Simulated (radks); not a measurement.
Mo II, configuration [Kr] 4d3 5p2 (not the ground configuration). Method: scalar-relativistic Kohn-Sham, r2SCAN, spin-polarised, spherical densities, finite nucleus; open shells are filled with parallel spins first (spin-orbit coupling, left out, can overturn this in heavy ions); meta-GGA in the generalised Kohn-Sham scheme; Fermi nuclear charge, rms radius 4.4091 fm; computed with a radial shooting solver on a logarithmic mesh with Libxc functionals.

Unscreened Slater integrals over Kohn-Sham orbitals (cm^-1). They are taken over the spin-up orbitals.

integral,value
"F0(5p,5p)",55393
"F2(5p,5p)",30172
"F0(5p,4d)",67946
"F2(5p,4d)",21365
"G1(5p,4d)",9910.5
"G3(5p,4d)",8090.1
"F0(5p,4p)",70350
"F2(5p,4p)",15662
"G0(5p,4p)",3162.4
"G2(5p,4p)",4065.0
"F0(5p,4s)",70968
"G1(5p,4s)",4513.9
"F0(4d,4d)",119090
"F2(4d,4d)",59593
"F4(4d,4d)",38875
"F0(4d,4p)",135820
"F2(4d,4p)",66149
"G1(4d,4p)",82016
"G3(4d,4p)",50031
"F0(4d,4s)",140230
"G2(4d,4s)",58717
"F0(4p,4p)",161900
"F2(4p,4p)",85475
"F0(4p,4s)",169620
"G1(4p,4s)",115340
"F0(4s,4s)",178740

Derived for the open shells (J is the average intra-shell exchange parameter used in DFT+U). 4d: Racah B = F2/49 - 5 F4/441 = 775.4 cm^-1, C = 35 F4/441 = 3085 cm^-1, C/B = 3.98, F4/F2 = 0.652, J = (F2 + F4)/14 = 7033 cm^-1. 5p: J = F2/5 = 6034 cm^-1.
